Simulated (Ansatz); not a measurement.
Mg2Si2⁻, relaxed as a doublet with UKS r2SCAN-D4/def2-TZVPD in Ansatz, starting from the GFN2-xTB geometry. Force threshold 0.02 eV/Å.

The charge -1 doublet is spin-contaminated (final ⟨S²⟩ up to 2.65, 0.75 for a pure state). Another isomer (doublet) lies 1.77 eV lower at PBE0-D4/def2-TZVPD; other spin states weren't run for this one.

Start:

```xyz
4

Mg    0.472   -0.714    0.263
Mg   -1.585    2.330   -0.831
Si    2.014   -2.285    0.512
Si   -0.902    0.669    0.056
```

```tsv
step	energy (eV)	largest force component (eV/Å)	SCF passes
1	-26635.3895	5.754	66
2	-26637.5252	2.666	39
3	-26638.6456	1.376	39
4	-26639.0991	0.611	40
5	-26639.2286	0.282	39
6	-26639.2855	0.216	33
7	-26639.3236	0.143	32
8	-26639.3699	0.122	33
9	-26639.3937	0.064	32
10	-26639.3987	0.063	32
11	-26639.3996	0.015	33
```

Force components are those of the run's own axes.

End:

| atom | x (Å) | y (Å) | z (Å) |
| --- | --- | --- | --- |
| Mg1 | 0.3236 | -0.6220 | 0.2876 |
| Mg2 | -0.8596 | 2.1613 | -1.1741 |
| Si3 | 2.3864 | -2.1999 | 0.1977 |
| Si4 | -1.8505 | 0.6607 | 0.6887 |

Bonds formed: Mg1–Mg2 (atoms count from 1).

No frequencies were taken in this run, so the end may be a saddle point.

It took 35 s on 4 threads of Arm Neoverse V2 on a shared host.
